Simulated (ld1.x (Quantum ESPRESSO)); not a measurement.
## Pseudopotential generation for Cu (Z = 29): TM, LDA (PZ), scalar-relativistic.

Input for ld1.x (Quantum ESPRESSO) 7.5:

```
&input
   title='Cu', zed=29., rel=1, dft='PZ', iswitch=3,
   config='[Ar] 3d9 4s0 4p0',
   nld=3, rlderiv=1.30, eminld=-12.0, emaxld=5.0, deld=0.04
 /
 &inputp
   pseudotype=2, tm=.true., lloc=0,
   nlcc=.true.,
   file_pseudopw='Cu.UPF', file_wfcaegen='ae.wfc', file_wfcncgen='nc.wfc', file_beta='beta', file_chi='chi'
 /
3
3P  2  1   6.00   0.00  0.85  0.85  0.0
3D  3  2   9.00   0.00  1.20  1.20  0.0
3S  1  0   2.00   0.00  0.95  0.95  0.0
 &test
   configts(1)='3s2 3p6 3d9 4s0 4p0'
 /
```

Command:

```bash
ld1.x < Cu.in > Cu.out
```

The program printed (shortened: banner, matrices, multipoles, cross overlaps and the repeated all-electron block are left out):

```
Program LD1 v.7.5
     --------------------------- All-electron run ----------------------------

     Cu
     scalar relativistic calculation

     atomic number is 29.00
     dft =PZ   lsd =0 sic =0 latt =0  beta=0.20 tr2=1.0E-14
     Exchange-correlation= PZ
                           (   1   1   0   0   0   0   0)
     mesh =1199 r(mesh) = 100.25372 a.u. xmin = -7.00 dx = 0.01250
     1 Ry =  13.60569312 eV, c = 137.03599908

     n l     nl                  e(Ry)          e(Ha)          e(eV)
     1 0     1S 1( 2.00)      -651.1334      -325.5667     -8859.1218
     2 0     2S 1( 2.00)       -79.8352       -39.9176     -1086.2132
     2 1     2P 1( 6.00)       -69.2527       -34.6264      -942.2316
     3 0     3S 1( 2.00)       -10.2745        -5.1373      -139.7921
     3 1     3P 1( 6.00)        -7.1713        -3.5856       -97.5699
     3 2     3D 1( 9.00)        -2.2036        -1.1018       -29.9818
     4 0     4S 1( 0.00)        -1.6574        -0.8287       -22.5498
     4 1     4P 1( 0.00)        -1.1310        -0.5655       -15.3876

     final scf error:  1.3E-16 reached in  23 iterations

     Etot =   -3302.304289 Ry,   -1651.152145 Ha,  -44930.138757 eV

     Ekin =    3350.174457 Ry,    1675.087228 Ha,   45581.445569 eV
     Encl =   -7907.152860 Ry,   -3953.576430 Ha, -107582.295284 eV
     Eh   =    1383.092421 Ry,     691.546210 Ha,   18817.931040 eV
     Exc  =    -128.418307 Ry,     -64.209154 Ha,   -1747.220082 eV

     normalization and overlap integrals

     s(1S/1S) =  1.000000  <r> =   0.0522  <r2> =    0.0037  r(max) =   0.0341
     s(2S/2S) =  1.000000  <r> =   0.2357  <r2> =    0.0655  r(max) =   0.1960
     s(2P/2P) =  1.000000  <r> =   0.2066  <r2> =    0.0524  r(max) =   0.1585
     s(3S/3S) =  1.000000  <r> =   0.7113  <r2> =    0.5851  r(max) =   0.6112
     s(3P/3P) =  1.000000  <r> =   0.7458  <r2> =    0.6575  r(max) =   0.6189
     s(3D/3D) =  1.000000  <r> =   0.9219  <r2> =    1.1145  r(max) =   0.5961
     s(4S/4S) =  1.000000  <r> =   2.2521  <r2> =    5.7657  r(max) =   1.9304
     s(4P/4P) =  1.000000  <r> =   2.7168  <r2> =    8.4423  r(max) =   2.2995

     ------------------------ End of All-electron run ------------------------

     --------------------- Generating NC pseudopotential ---------------------

      Generating local pot.: lloc=0, matching radius rcloc =   0.9500

      Computing core charge for nlcc:

       r > 0.33 : true rho core
       r < 0.33 : rho core = a sin(br)/r    a=  75.53  b=   7.97

      Integrated core pseudo-charge :   4.29

      Wfc   3P  rcut= 0.846  Using Troullier-Martins method

      Wfc   3D  rcut= 1.200  Using Troullier-Martins method

     ------------------- End of pseudopotential generation -------------------

     Computing logarithmic derivative in   1.30209
     Computing logarithmic derivative in   1.30209
     Computing the partial wave expansion
       no projector for channel:   0
     R is outside the sphere for l=    1 j= 0.00
     R is outside the sphere for l=    2 j= 0.00

     ---------------------- Testing the pseudopotential ----------------------

     Cu
     scalar relativistic calculation

     atomic number is 29.00   valence charge is 19.00
     dft =PZ   lsd =0 sic =0 latt =0  beta=0.20 tr2=1.0E-14
     mesh =1199 r(mesh) = 100.25372 xmin = -7.00 dx = 0.01250

     n l     nl             e AE (Ry)        e PS (Ry)    De AE-PS (Ry)
     1 0     3S   1( 2.00)      -10.27453      -10.27457        0.00004
     2 1     3P   1( 6.00)       -7.17126       -7.17139        0.00014
     3 2     3D   1( 9.00)       -2.20362       -2.20363        0.00001
     2 0     4S   1( 0.00)       -1.65738       -1.70141        0.04403  !
     3 1     4P   1( 0.00)       -1.13097       -1.14018        0.00921  !

     eps = 1.1E-15  iter = 20

     Etot =   -3302.304289 Ry,   -1651.152145 Ha,  -44930.138757 eV
     Etotps =  -405.156979 Ry,    -202.578490 Ha,   -5512.441525 eV

     Ekin =     218.562442 Ry,     109.281221 Ha,    2973.693518 eV
     Encl =    -803.653257 Ry,    -401.826629 Ha,  -10934.259598 eV
     Ehrt =     314.726717 Ry,     157.363358 Ha,    4282.075124 eV
     Ecxc =     -55.855608 Ry,     -27.927804 Ha,    -759.954266 eV
     (Ecc =     -17.174302 Ry,      -8.587151 Ha,    -233.668279 eV)
     Epseu=     -78.937272 Ry,     -39.468636 Ha,   -1073.996304 eV

     ---------------------- End of pseudopotential test ----------------------
```

Generation and configuration tests took about 1.3 s on one core of a shared server CPU.

Transferability test of the new file with ld1.x, input:

```
&input
   title='Cu', zed=29., rel=1, dft='PZ', iswitch=2,
   config='[Ar] 3d9 4s0 4p0'
 /
 &test
   file_pseudo='Cu.UPF', nconf=10,
   configts(1)='3s2 3p6 3d9 4s0 4p0',
   configts(2)='3s2 3p6 3d10 4s1 4p0',
   configts(3)='3s2 3p6 3d10 4s0 4p0',
   configts(4)='3s2 3p6 3d8 4s0 4p0',
   configts(5)='3s2 3p5 3d10 4s1 4p0',
   configts(6)='3s2 3p6 3d10 4s0 4p1',
   configts(7)='3s2 3p6 3d7 4s0 4p0',
   configts(8)='3s1 3p6 3d10 4s1 4p0',
   configts(9)='3s2 3p6 3d9 4s0 4p0', lsdts(9)=1,
   configts(10)='3s2 3p6 3d10 4s1 4p0', lsdts(10)=1
 /
```

```bash
ld1.x < Cu.test.in > Cu.test.out
```

Pseudopotential blocks of its output, shortened (energy terms left out; the distinct warnings before each block abridged to one line each):

```
     ---------------------- Testing the pseudopotential ----------------------

     n l     nl             e AE (Ry)        e PS (Ry)    De AE-PS (Ry)
     1 0     3S   1( 2.00)      -10.27453      -10.27457        0.00004
     2 1     3P   1( 6.00)       -7.17126       -7.17139        0.00014
     3 2     3D   1( 9.00)       -2.20362       -2.20363        0.00001
     2 0     4S   1( 0.00)       -1.65738       -1.70141        0.04403  !
     3 1     4P   1( 0.00)       -1.13097       -1.14018        0.00921  !

     eps = 2.6E-15  iter = 27

     Etot =   -3302.304289 Ry,   -1651.152145 Ha,  -44930.138757 eV
     Etotps =  -405.156982 Ry,    -202.578491 Ha,   -5512.441558 eV

     ---------------------- End of pseudopotential test ----------------------

          ---------------------- Testing the pseudopotential ----------------------

     n l     nl             e AE (Ry)        e PS (Ry)    De AE-PS (Ry)
     1 0     3S   1( 2.00)       -8.38991       -8.37710       -0.01281  !
     2 1     3P   1( 6.00)       -5.29424       -5.28176       -0.01248  !
     3 2     3D   1(10.00)       -0.39133       -0.38003       -0.01130  !
     2 0     4S   1( 1.00)       -0.35756       -0.37158        0.01402  !
     3 1     4P   1( 0.00)       -0.05769       -0.05507       -0.00263

     eps = 8.5E-15  iter = 18

     Etot =   -3304.518170 Ry,   -1652.259085 Ha,  -44960.260135 eV
     Etotps =  -407.391430 Ry,    -203.695715 Ha,   -5542.842772 eV
     dEtot_ae =      -2.213880 Ry
     dEtot_ps =      -2.234448 Ry,   Delta E=       0.020568 Ry

     ---------------------- End of pseudopotential test ----------------------

          ---------------------- Testing the pseudopotential ----------------------

     n l     nl             e AE (Ry)        e PS (Ry)    De AE-PS (Ry)
     1 0     3S   1( 2.00)       -9.02829       -9.02680       -0.00150
     2 1     3P   1( 6.00)       -5.93481       -5.93327       -0.00155
     3 2     3D   1(10.00)       -1.02947       -1.02942       -0.00005
     2 0     4S   1( 0.00)       -0.89362       -0.92099        0.02736  !
     3 1     4P   1( 0.00)       -0.48749       -0.49138        0.00390

     eps = 3.1E-15  iter = 17

     Etot =   -3303.898252 Ry,   -1651.949126 Ha,  -44951.825730 eV
     Etotps =  -406.751122 Ry,    -203.375561 Ha,   -5534.130948 eV
     dEtot_ae =      -1.593963 Ry
     dEtot_ps =      -1.594141 Ry,   Delta E=       0.000178 Ry

     ---------------------- End of pseudopotential test ----------------------

          ---------------------- Testing the pseudopotential ----------------------

     n l     nl             e AE (Ry)        e PS (Ry)    De AE-PS (Ry)
     1 0     3S   1( 2.00)      -11.77128      -11.77368        0.00240
     2 1     3P   1( 6.00)       -8.65268       -8.65482        0.00213
     3 2     3D   1( 8.00)       -3.61951       -3.61665       -0.00286
     2 0     4S   1( 0.00)       -2.54486       -2.61295        0.06809  !
     3 1     4P   1( 0.00)       -1.91208       -1.92996        0.01788  !

     eps = 3.1E-15  iter = 21

     Etot =   -3299.411094 Ry,   -1649.705547 Ha,  -44890.774829 eV
     Etotps =  -402.264590 Ry,    -201.132295 Ha,   -5473.088569 eV
     dEtot_ae =       2.893195 Ry
     dEtot_ps =       2.892391 Ry,   Delta E=       0.000804 Ry

     ---------------------- End of pseudopotential test ----------------------

          ---------------------- Testing the pseudopotential ----------------------

     n l     nl             e AE (Ry)        e PS (Ry)    De AE-PS (Ry)
     1 0     3S   1( 2.00)       -9.55427       -9.53671       -0.01756  !
     2 1     3P   1( 5.00)       -6.44892       -6.42828       -0.02065  !
     3 2     3D   1(10.00)       -1.47051       -1.45570       -0.01481  !
     2 0     4S   1( 1.00)       -1.03140       -1.05757        0.02617  !
     3 1     4P   1( 0.00)       -0.58398       -0.58234       -0.00164

     eps = 3.7E-15  iter = 12

     Etot =   -3298.677588 Ry,   -1649.338794 Ha,  -44880.794978 eV
     Etotps =  -401.565519 Ry,    -200.782760 Ha,   -5463.577224 eV
     dEtot_ae =       3.626701 Ry
     dEtot_ps =       3.591462 Ry,   Delta E=       0.035239 Ry

     ---------------------- End of pseudopotential test ----------------------

          ---------------------- Testing the pseudopotential ----------------------

     n l     nl             e AE (Ry)        e PS (Ry)    De AE-PS (Ry)
     1 0     3S   1( 2.00)       -8.54403       -8.53995       -0.00408
     2 1     3P   1( 6.00)       -5.44939       -5.44529       -0.00409
     3 2     3D   1(10.00)       -0.54411       -0.54107       -0.00305
     2 0     4S   1( 0.00)       -0.46441       -0.48518        0.02077  !
     3 1     4P   1( 1.00)       -0.13637       -0.13701        0.00064

     eps = 5.5E-15  iter = 19

     Etot =   -3304.205276 Ry,   -1652.102638 Ha,  -44956.003006 eV
     Etotps =  -407.060183 Ry,    -203.530092 Ha,   -5538.335939 eV
     dEtot_ae =      -1.900987 Ry
     dEtot_ps =      -1.903202 Ry,   Delta E=       0.002215 Ry

     ---------------------- End of pseudopotential test ----------------------

          ---------------------- Testing the pseudopotential ----------------------

     n l     nl             e AE (Ry)        e PS (Ry)    De AE-PS (Ry)
     1 0     3S   1( 2.00)      -13.46616      -13.46917        0.00301
     2 1     3P   1( 6.00)      -10.32851      -10.33012        0.00161
     3 2     3D   1( 7.00)       -5.23669       -5.22369       -0.01299  !
     2 0     4S   1( 0.00)       -3.53710       -3.63822        0.10111  !
     3 1     4P   1( 0.00)       -2.80922       -2.83972        0.03050  !

     eps = 4.0E-15  iter = 28

     Etot =   -3294.998900 Ry,   -1647.499450 Ha,  -44830.743872 eV
     Etotps =  -397.859172 Ry,    -198.929586 Ha,   -5413.149799 eV
     dEtot_ae =       7.305389 Ry
     dEtot_ps =       7.297810 Ry,   Delta E=       0.007580 Ry

     ---------------------- End of pseudopotential test ----------------------

          BEWARE! Errors in PS-KS equations
     ---------------------- Testing the pseudopotential ----------------------

     n l     nl             e AE (Ry)        e PS (Ry)    De AE-PS (Ry)
     1 0     3S   1( 1.00)       -9.56788       -9.55609       -0.01178  !
     2 1     3P   1( 6.00)       -6.46102       -6.44410       -0.01692  !
     3 2     3D   1(10.00)       -1.48135       -1.46619       -0.01516  !
     2 0     4S   1( 1.00)       -1.03068       -1.05746        0.02678  !
     3 1     4P   1( 0.00)       -0.58330       -0.58165       -0.00165

     eps = 6.5E-15  iter = 14

     Etot =   -3295.571326 Ry,   -1647.785663 Ha,  -44838.532131 eV
     Etotps =  -398.455312 Ry,    -199.227656 Ha,   -5421.260695 eV
     dEtot_ae =       6.732963 Ry
     dEtot_ps =       6.701670 Ry,   Delta E=       0.031293 Ry

     ---------------------- End of pseudopotential test ----------------------

          ---------------------- Testing the pseudopotential ----------------------

     n l     nl             e AE (Ry)        e PS (Ry)    De AE-PS (Ry)
     1 0     3S   1( 1.00)      -10.31251      -10.31446        0.00195
     2 1     3P   1( 3.00)       -7.20826       -7.21120        0.00294
     3 2     3D   1( 5.00)       -2.23742       -2.23900        0.00159
     2 0     4S   1( 0.00)       -1.66652       -1.71100        0.04449  !
     3 1     4P   1( 0.00)       -1.13700       -1.14640        0.00940  !
     1 0     3S   2( 1.00)      -10.23221      -10.23004       -0.00217
     2 1     3P   2( 3.00)       -7.13006       -7.12709       -0.00297
     3 2     3D   2( 4.00)       -2.16622       -2.16448       -0.00174
     2 0     4S   2( 0.00)       -1.64734       -1.69081        0.04347  !
     3 1     4P   2( 0.00)       -1.12431       -1.13330        0.00898  !

     eps = 7.7E-15  iter = 19

     Etot =   -3302.322088 Ry,   -1651.161044 Ha,  -44930.380917 eV
     Etotps =  -405.175612 Ry,    -202.587806 Ha,   -5512.695041 eV
     dEtot_ae =      -0.017798 Ry
     dEtot_ps =      -0.018631 Ry,   Delta E=       0.000832 Ry

     ---------------------- End of pseudopotential test ----------------------

          ---------------------- Testing the pseudopotential ----------------------

     n l     nl             e AE (Ry)        e PS (Ry)    De AE-PS (Ry)
     1 0     3S   1( 1.00)       -8.38455       -8.37201       -0.01254  !
     2 1     3P   1( 3.00)       -5.28949       -5.27726       -0.01222  !
     3 2     3D   1( 5.00)       -0.39215       -0.38139       -0.01076  !
     2 0     4S   1( 1.00)       -0.37955       -0.39367        0.01413  !
     3 1     4P   1( 0.00)       -0.07165       -0.06880       -0.00285
     1 0     3S   2( 1.00)       -8.38607       -8.37339       -0.01268  !
     2 1     3P   2( 3.00)       -5.28985       -5.27751       -0.01234  !
     3 2     3D   2( 5.00)       -0.38135       -0.36993       -0.01142  !
     2 0     4S   2( 0.00)       -0.32405       -0.33854        0.01449  !
     3 1     4P   2( 0.00)       -0.03555       -0.03384       -0.00172

     eps = 4.0E-15  iter = 20

     Etot =   -3304.531666 Ry,   -1652.265833 Ha,  -44960.443764 eV
     Etotps =  -407.404878 Ry,    -203.702439 Ha,   -5543.025741 eV
     dEtot_ae =      -2.227377 Ry
     dEtot_ps =      -2.247896 Ry,   Delta E=       0.020519 Ry

     ---------------------- End of pseudopotential test ----------------------
```
